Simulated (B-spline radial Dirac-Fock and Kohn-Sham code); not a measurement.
**Re 4p3/2: cross section and angular parameters**

System: the free rhenium atom in the configuration [Xe] 4f14 5d5 6s2; threshold 446.8 eV (tabulated edge). The computed values come from a radial atomic solver: Dirac-Hartree-Slater photoionisation with a Latter tail; cross sections with all multipoles, angular parameters from the dipole term and its interference with E2.

For linearly polarised light dσ/dΩ = σ/(4π) [1 + β P₂(cos θ) + (δ + γ cos²θ) sin θ cos φ], with θ from the polarisation vector and φ the angle between the beam and the projection of the electron momentum on the plane normal to the polarisation.

```tsv
hν (eV)	σ (kb)	β	γ	δ
470	240	-0.839	-0.154	0.055
604	?	?	?	?
613	201	0.338	-0.051	0.095
951	131	1.141	0.325	0.038
1253.6	92.9	1.384	0.304	0.015
1260	92.3	1.387	0.302	0.015
1640	62.8	1.535	0.189	0.004
2984.4	22.7	1.706	-0.040	0.003
3700	15.1	1.731	-0.037	0.005
4000	12.9	1.737	-0.021	0.006
5570	6.49	1.742	0.141	0.011
7920	2.96	1.718	0.477	0.018
9251.7	2.05	1.698	0.670	0.022
9490	1.93	1.694	0.704	0.023
```

Question: Give the values at 604 eV.

Answer: σ = 203 kb, β = 0.293, γ = -0.071, δ = 0.096.
